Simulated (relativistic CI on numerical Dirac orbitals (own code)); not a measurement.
d2 in a ligand field

Computed with a parametric ligand-field model of a d^n configuration (Racah B and C, spin-orbit zeta, crystal field), exact diagonalisation.

Field parameters in Wybourne normalisation: D3d B²₀ = −7Dσ, B⁴₀ = −14Dq − 21Dτ, B⁴₃ = −14√(10/7) Dq; D4h B²₀ = −7Ds, B⁴₀ = 21(Dq − Dt), B⁴₄ = 21√(5/14) Dq; Oh B⁴₀ = 21Dq, B⁴₄ = √(5/14) B⁴₀. The field is a parameter set, without covalency.

A d2 ion in Oh symmetry has the ground term 3T1 and bands at 3T2 4358 cm⁻¹ (2294 nm), 1T2 8784 cm⁻¹ (1138 nm), 1E 9088 cm⁻¹ (1100 nm), 3A2 9358 cm⁻¹ (1069 nm), 3T1 11517 cm⁻¹ (868 nm), 1T2 14533 cm⁻¹ (688 nm). Which parameters reproduce them?

B = 520, C = 2690, ζ = 0 cm⁻¹, Oh, 10Dq = 5000 cm⁻¹.

Ground term and bands for B = 920, C = 4070, ζ = 0 cm⁻¹, D3d, 10Dq = 29300, Dσ = -1200, Dτ = 60 cm⁻¹?

Ground term 3A2 with 0.01 electrons in the two orbitals of the cubic e set. Spin-allowed: 3E 2174 cm⁻¹, 3A1 28059 cm⁻¹ (356 nm), 3E 29435 cm⁻¹ (340 nm), 3A2 38975 cm⁻¹ (257 nm). Lowest spin-forbidden: 1E 13714 cm⁻¹ (729 nm), 1E 16590 cm⁻¹ (603 nm), 1A1 16679 cm⁻¹ (600 nm).

Ground term and bands for B = 730, C = 3360, ζ = 0 cm⁻¹, D3d, 10Dq = 23150, Dσ = -1200, Dτ = 340 cm⁻¹?

Ground term 3A2 with 0.00 electrons in the two orbitals of the cubic e set. Spin-allowed: 3E 65 cm⁻¹, 3A1 22750 cm⁻¹ (440 nm), 3E 23429 cm⁻¹ (427 nm), 3A2 30793 cm⁻¹ (325 nm). Lowest spin-forbidden: 1E 10859 cm⁻¹ (921 nm), 1A1 11806 cm⁻¹ (847 nm), 1E 11849 cm⁻¹ (844 nm).

Ground term and bands for B = 930, C = 4680, ζ = 0 cm⁻¹, D3d, 10Dq = 30700, Dσ = -1050, Dτ = 60 cm⁻¹?

Ground term 3A2 with 0.01 electrons in the two orbitals of the cubic e set. Spin-allowed: 3E 1855 cm⁻¹, 3A1 29326 cm⁻¹ (341 nm), 3E 30538 cm⁻¹ (327 nm), 3A2 40498 cm⁻¹ (247 nm). Lowest spin-forbidden: 1E 15050 cm⁻¹ (664 nm), 1E 17521 cm⁻¹ (571 nm), 1A1 17710 cm⁻¹ (565 nm).

Ground term and bands for B = 860, C = 3750, ζ = 0 cm⁻¹, D4h, 10Dq = 14950, Ds = 2640, Dt = 590 cm⁻¹?

Ground term 3A2 with 0.02 electrons in the two orbitals of the cubic e set. Spin-allowed: 3E 3506 cm⁻¹ (2852 nm), 3B2 9597 cm⁻¹ (1042 nm), 3E 11686 cm⁻¹ (856 nm), 3E 23658 cm⁻¹ (423 nm). Lowest spin-forbidden: 1B2 12671 cm⁻¹ (789 nm), 1B1 13113 cm⁻¹ (763 nm), 1E 17294 cm⁻¹ (578 nm).
